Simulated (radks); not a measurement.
Results of a calculation; reference values are marked as such.
Problem. B III, configuration [He] 3s1 (not the ground configuration). Level of theory: scalar-relativistic Kohn-Sham, exchange-only LDA, spin-unpolarised, spherical densities, finite nucleus; Fermi nuclear charge, rms radius 2.406 fm; without spin polarisation the odd electron is poorly described (a radial shooting solver on a logarithmic mesh with Libxc functionals). Some entries of the table are withheld. Estimate them.

orbital,occ.,eigenvalue (hartree),<r> (bohr)
1s,2,-8.00740,0.3296
2s,0,(1),1.588
2p,0,-1.06085,1.487
3s,1,(2),3.964
3d,0,-0.36728,3.733
4f,0,-0.17271,6.356

Solution. 
(1) 2s eigenvalue (hartree): -1.25390
(2) 3s eigenvalue (hartree): -0.46209
